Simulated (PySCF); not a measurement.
Al(Cl)(H)(SeH) (AlClH₂Se), SMILES [SeH][AlH][Cl].

Geometry: PBE0-D3(BJ)/def2-TZVP. One conformer was computed; it need not be the lowest.

The numbers are results of PBE/def2-TZVPD (PySCF), not measurements.

Symmetry labels are those of the subgroup Cs that the program uses (full group Cs).

Computed valence orbital energies around the gap with their symmetry:
| orbital | symmetry | energy (eV) |
|---|---|---|
| HOMO−7 | A' | -17.67 |
| HOMO−6 | A' | -10.86 |
| HOMO−5 | A' | -9.96 |
| HOMO−4 | A' | -8.56 |
| HOMO−3 | A' | -8.42 |
| HOMO−2 | A" | -8.30 |
| HOMO−1 | A' | -7.38 |
| HOMO | A" | -6.55 |
| LUMO | A" | -2.11 |
| LUMO+1 | A' | -1.51 |
| LUMO+2 | A' | -1.22 |
| LUMO+3 | A' | -0.17 |
